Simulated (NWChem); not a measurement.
Species: CH2NO cation; SMILES [NH2+]=C=O

```xyz
5

N      0.0000     0.0000     1.1208
C      0.0000     0.0000    -0.1480
O      0.0000     0.0000    -1.2752
H      0.0000     0.8859     1.6425
H      0.0000    -0.8859     1.6425
```
Atoms are numbered in this order, from 1.

Program: NWChem. Pople sets run with spherical d functions. The geometry was optimised at PBE0/def2-SVP. B3LYP is NWChem's, with the RPA form of VWN correlation. GIAO values for the isolated, static molecule; σ is the absolute isotropic shielding, δ = σ(reference) − σ with the isolated reference molecule computed at the same levels (13C: tetramethylsilane, 1H: tetramethylsilane, 15N: ammonia, 17O: water).

| level | δ N1 (ppm) | δ C2 (ppm) | δ O3 (ppm) | δ H4 (ppm) |
|---|---|---|---|---|
| B3LYP/6-31G* | 25.6 | 125.5 | 266.6 | 5.92 |
| PBE0/pcSseg-2 | 40.8 | 146.9 | 309.0 | 6.63 |
| LDA (Slater exchange, VWN5)/pcSseg-1 | ? | 147.6 | ? | ? |
| KT2/pcSseg-1 | 46.1 | 137.0 | 294.7 | 6.51 |

What belongs in the gaps?


- LDA (Slater exchange, VWN5)/pcSseg-1, δ N1 (ppm): 54.0
- LDA (Slater exchange, VWN5)/pcSseg-1, δ O3 (ppm): 328.3
- LDA (Slater exchange, VWN5)/pcSseg-1, δ H4 (ppm): 6.35
